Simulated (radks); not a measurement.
Question: Ionisation of neutral thulium, [Xe] 4f13 6s2, to [Xe] 4f13 6s1 as the strength of local exchange is varied. Method: Dirac Kohn-Sham, Slater X-alpha exchange (alpha = 2/3 is LDA exchange), no correlation, spin-unpolarised, spherical densities, finite nucleus; open shells fill j = l - 1/2 first; Fermi nuclear charge, rms radius 5.2256 fm; computed with a radial shooting solver on a logarithmic mesh with Libxc functionals.

alpha  E(Tm) (hartree)  exchange (hartree)  IE (eV)  -e of the level emptied (eV)  <r> of it (bohr)
0.592      -13534.8932           -240.2322    5.454                 2.895 (6s1/2)             4.107
0.613      -13543.4180           -248.9331    5.549                 2.977 (6s1/2)             4.085
0.77       -13607.3443           -314.3540    6.308                 3.662 (6s1/2)             3.918
0.834      -13633.5004           -341.2109    6.638                 3.967 (6s1/2)             3.852
0.914      -13666.2740           -374.9352    7.066                 4.364 (6s1/2)             3.771
0.916      -13667.0944           -375.7805    7.077                 4.374 (6s1/2)             3.769
1.001      -13702.0138           -411.8031    7.548                 4.816 (6s1/2)             3.688
x          -13565.3671           -271.3604    5.800                 3.201 (6s1/2)             4.028

Which alpha was used in the last row?

Answer: alpha = 0.667. NIST Atomic Spectra Database: 6.184 eV (measured). The Delta-SCF value meets it near alpha = 0.74. Spin polarisation and multiplet splitting are left out, so open shells lie too high by an amount that depends on their filling.

Beside tabulated values, note that spin-unpolarised runs miss the spin-polarisation part of the exchange energy of open shells.
